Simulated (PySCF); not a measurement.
# How methods differ on the excitation energy of Si²⁺

Si²⁺ [Ne] 3s2 (1S) → Si²⁺ [Ne] 3s1 4s1 (3S), as a difference of total energies. Calculation: PySCF 2.14, in x2c-TZVPPall with one added diffuse shell each of s, p, d type (6s6p4d1f, 51 functions); scalar relativity by spin-free X2C-1e. Correlated levels: valence: [Ne] frozen. The calculations carry no spin-orbit coupling.

```csv
method,excitation energy (eV)
UHF,17.910
MP2 (valence),18.650
SCS-MP2 (valence),18.904
CCSD (valence),18.893
```

**Question.** How much does correlation contribute at MP2 (valence)?

**Answer.** 18.650 − (17.910) = 0.740 eV, measured against UHF.

The promoted electron is Rydberg-like, and one or two diffuse shells describe it only roughly, which tends to raise the upper state.

With two correlated electrons CCSD is exact in that space.
